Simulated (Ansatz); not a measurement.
Basis sets compared for BeMe2 (C2H6Be). Total charge 0; singlet. Geometry r2SCAN-D4/def2-TZVP. Ansatz on 4 threads of Arm Neoverse V2 on a shared host; times are rough, and most runs start from earlier orbitals.

Cartesian coordinates in Å:
```
Be 0.005 0.005 -0.002
C 0.010 -0.661 -1.545
H 1.023 -0.885 -1.900
H -0.440 0.007 -2.288
H -0.551 -1.601 -1.590
C -0.009 0.662 1.544
H 0.364 -0.042 2.297
H -1.017 0.953 1.861
H 0.614 1.561 1.623
```

Binding counts from free atoms (Be singlet, C triplet, H doublet) in the same basis, without a counterpoise term.

```
                            level  functions  energy (Eh)  HOMO (eV)  LUMO (eV)  binding per atom (eV)  wall time
                        HF/STO-3G         21     -92.7435     -10.08       7.15                   3.61     0.05 s
                     HF/def2-TZVP        117     -93.9009     -11.32       1.50                   2.86     0.25 s
                  PBE-D4/def2-SVP         67     -94.3427      -6.66      -0.29                   3.74     0.35 s
                 PBE-D4/def2-TZVP        117     -94.4501      -6.69      -0.46                   3.73     0.97 s
r2SCAN-D4/def2-TZVP (with forces)        117     -94.5384      -6.96       0.17                   3.70      1.1 s
                 PBE0-D4/def2-SVP         67     -94.3705      -8.07       0.50                   3.72     0.35 s
                PBE0-D4/def2-TZVP        117     -94.4746      -8.05       0.09                   3.70      0.7 s
```

Problem. Estimate the rows for PBE-D4/def2-TZVPD, r2SCAN-D4/def2-TZVPD, PBE0-D4/def2-TZVPD.

Solution. 
| level | functions | energy (Eh) | HOMO (eV) | LUMO (eV) | binding per atom (eV) | wall time |
| --- | --- | --- | --- | --- | --- | --- |
| PBE-D4/def2-TZVPD | 150 | -94.4517 | -6.72 | -0.55 | 3.73 | 0.7 s |
| r2SCAN-D4/def2-TZVPD | 150 | -94.5395 | -6.98 | 0.08 | 3.71 | 1.4 s |
| PBE0-D4/def2-TZVPD | 150 | -94.4759 | -8.07 | 0.00 | 3.70 | 0.8 s |
